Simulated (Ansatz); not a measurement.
Consider the formal exchange of groups at a Ga–H bond: `[NH2][GaH][Br]` + `Br/C=C\Br` → `[NH2][Ga]([Br])[Br]` + `C=CBr`.

Gas-phase electronic energies from Ansatz, PBE0-D4/def2-TZVP geometries. CBS: MP2 limit from def2 TZ/QZ plus the TZ coupled-cluster correction, frozen cores. DFT in def2-TZVPP. B3LYP here is the variant with VWN-RPA as its local correlation; programs differ in this. HSE06 is defined as in plane-wave codes. For Br, Ga outer-core shells are correlated without core-valence functions, which leaves a few kJ/mol of doubt a bond. Scalar relativity is left out up to krypton. One conformer a species, not always the lowest.

Problem. Is it downhill or uphill in electronic energy at CCSD(T)/CBS, and by how much? (An estimate is asked.)

Solution. The calculation gave: Downhill: ΔE = -1.86 eV.

Problem. What do these levels give: PBE-D4, B3LYP-D4, r2SCAN0-D4, CAM-B3LYP-D4, BLYP, r2SCAN, r2SCAN0, HSE06, CAM-B3LYP, CCSD(T)/def2-TZVPP, HF/def2-QZVPP, MP2/CBS(def2)? (Best estimate.)

Solution. Computed: PBE-D4 -1.71, B3LYP-D4 -1.83, r2SCAN0-D4 -1.91, CAM-B3LYP-D4 -1.85, BLYP -1.76, r2SCAN -1.83, r2SCAN0 -1.91, HSE06 -1.83, CAM-B3LYP -1.85, CCSD(T)/def2-TZVPP -1.86, HF/def2-QZVPP -2.14, MP2/CBS(def2) -1.85 eV.

Largest T1 diagnostic among the species: 0.011.

From BLYP to BHLYP (50 % exact exchange), in def2-TZVPP and without D4, ΔE moves by −0.21 eV. At CCSD(T), def2-SVP lies −0.10 eV from the extrapolated value and def2-TZVPP −0.00 eV.
